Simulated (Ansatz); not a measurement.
A made-up structure of BSi2H2Cl, singlet:

Si1  (-2.125, 2.070, -1.115)
Si2  (-0.418, 0.904, 0.054)
B3  (1.023, -0.602, 0.756)
Cl4  (1.141, -2.354, -0.088)
H5  (-1.459, 0.308, -1.382)
H6  (1.839, -0.327, 1.776)
(Å)

It is relaxed with PBE-D4/def2-SVP and then PBE0-D4/def2-TZVP (Ansatz 0.2.0). Atoms count as bonded within 1.22 times the sum of their covalent radii (H–H: 0.88 Å). The end point is not checked to be a true minimum.

(1) Does its bonding change? (Judge from chemistry; the calculation decides.)

## Answers

(1) Computed: Yes. Formed: Si1–H5, Si2–H5; broken: none.

Where it ends: The first stage lowers the energy by 1.19 eV in 5 steps. It ends as BSi₂H₂Cl ([Cl][BH][Si]1[H][Si]1):
| atom | x (Å) | y (Å) | z (Å) |
| --- | --- | --- | --- |
| Si1 | -1.8971 | 1.8492 | -0.9949 |
| Si2 | -0.3741 | 0.8065 | 0.0479 |
| B3 | 0.9136 | -0.5383 | 0.6745 |
| Cl4 | 1.0192 | -2.1027 | -0.0780 |
| H5 | -1.3029 | 0.2763 | -1.2348 |
| H6 | 1.6413 | -0.2910 | 1.5853 |

Labels in which every atom is bracketed show which atoms are joined, not bond orders.

For scale, one of the runs: PBE0-D4/def2-TZVP relaxation, 154 basis functions, launched by `ansatz run in.yaml --threads 2 --pin off --events-out ev --progress --plain --max-ram 4352MiB`. The run took about 19 s on 2 CPU threads of an Arm Neoverse V1 (shared host).
